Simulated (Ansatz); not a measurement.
**Cost against result**

Saddle point of Si$_{2}$H$_{4}$F$_{4}$, closed shell (SiHF₃ ([F][SiH]([F])[F]) + SiH₃F ([F][SiH3]) → Si₂H₃F₃ ([F][Si]([F])([F])[SiH3]) + HF; bonds formed: Si1–Si7, F2–H6; bonds broken: Si1–H6, F2–Si7), PBE0-D4/def2-TZVP structure:

| atom | x (Å) | y (Å) | z (Å) |
| --- | --- | --- | --- |
| Si1 | -0.8976 | -0.9938 | -0.0316 |
| F2 | 1.9795 | -0.2310 | -0.3310 |
| F3 | -0.6898 | -2.5404 | -0.3062 |
| F4 | -1.5708 | -0.8874 | 1.3930 |
| F5 | -1.9288 | -0.4908 | -1.1173 |
| H6 | 0.9228 | -0.6814 | -0.2457 |
| Si7 | 0.6434 | 1.0995 | 0.0856 |
| H8 | 1.3303 | 1.4077 | 1.3533 |
| H9 | 1.0004 | 1.8397 | -1.1387 |
| H10 | -0.7892 | 1.4780 | 0.3384 |

Barriers are electronic and count from the start structure reached by relaxing down the imaginary mode.

Computed with Ansatz 0.2.0 (basis: as named in each row); correlated methods freeze the cores. B3LYP uses VWN-RPA correlation. Extrapolation: Hartree–Fock as exp(−7.88 √X), correlation as X^−2.97.

Times are rough, for one single point on 8 threads of a shared host (Arm Neoverse N1).

The estimate by CCSD(T) at an estimated basis limit (MP2 extrapolated from triple and quadruple zeta, plus CCSD(T) − MP2 in triple zeta) is 323.4 kJ/mol.

```
      method       basis  time (s)  barrier (kJ/mol)  method less estimate
          HF      STO-3G   under 1             498.2                 174.8
      PBE-D4      STO-3G   under 1             235.7                 -87.7
       SPW92    def2-SVP   under 1             208.5                -115.0
      PBE-D4    def2-SVP   under 1             244.5                 -78.9
    B3LYP-D4       6-31G   under 1             285.1                 -38.3
     PBE0-D4    def2-SVP         1             279.5                 -44.0
       SPW92  def2-TZVPP         1             220.6                -102.8
      PBE-D4  def2-TZVPP         2             253.1                 -70.3
     BLYP-D4  def2-TZVPP         2             290.2                 -33.2
    B3LYP-D4  def2-TZVPP         3             312.4                 -11.1
    BHLYP-D4  def2-TZVPP         3             348.3                  24.9
     PBE0-D4  def2-TZVPP         3             285.0                 -38.4
CAM-B3LYP-D4  def2-TZVPP         3             321.2                  -2.2
   r2SCAN-D4  def2-TZVPP         4             287.9                 -35.5
  r2SCAN0-D4  def2-TZVPP         4             308.0                 -15.4
     wB97M-V    def2-SVP         5             301.7                 -21.8
  RPA on PBE  def2-TZVPP         6             325.7                   2.3
      B2PLYP  def2-TZVPP         6             324.6                   1.2
    PBE-QIDH  def2-TZVPP         6             314.3                  -9.1
     CCSD(T)    def2-SVP         8             343.9                  20.5
      B97M-V  def2-TZVPP         8             304.6                 -18.9
     wB97X-V  def2-TZVPP         8             312.4                 -11.0
     wB97M-V  def2-TZVPP         8             309.5                 -13.9
         MP2  def2-QZVPP        20             326.0                   2.6
     CCSD(T)  def2-TZVPP       270             327.0                   3.5
```

All methods are single points on the PBE0-D4 structures.

The T1 diagnostic stays at or below 0.014.

Labels in which every atom is bracketed show which atoms are joined, not bond orders.
